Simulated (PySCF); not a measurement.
Input for PySCF:
```python
from pyscf import gto, scf, mcscf
import numpy

mol = gto.Mole()
mol.atom = '''
    Si   -0.82268383   -0.11769748    0.01056556
    S     0.14818811    1.74138717    0.47869675
    S     0.61834104   -1.63172348   -0.48854113
    H    -1.52938470   -0.46389753    1.22696167
    H    -1.62848018    0.01211676   -1.18640587
    H     0.97134373    1.76018067   -0.56015208
    H     1.43962834   -1.41525432    0.52918846
'''
mol.basis = '6-31g*'
mol.verbose = 4
mol.build()

mf = scf.RHF(mol)
mf.kernel()
mc = mcscf.CASSCF(mf, 3, 2)
mc.fix_spin_(ss=0.0)
mc = mc.state_average_([0.5, 0.5])
mc.kernel()
```

**Question.** Estimate the SCF-reference HOMO-LUMO gap that PySCF with SA2-CASSCF(2,3)/6-31G* returns for this input.

**Answer.** 13.56 eV

**Question.** Predict the total energy of the lowest state from SA2-CASSCF(2,3)/6-31G*.

**Answer.** -1086.3106 Eh

**Question.** Estimate the SCF-reference HOMO energy that SA2-CASSCF(2,3)/6-31G* returns for this input.

**Answer.** -10.22 eV

**Question.** What number of basis functions does SA2-CASSCF(2,3)/6-31G* give?

**Answer.** 62
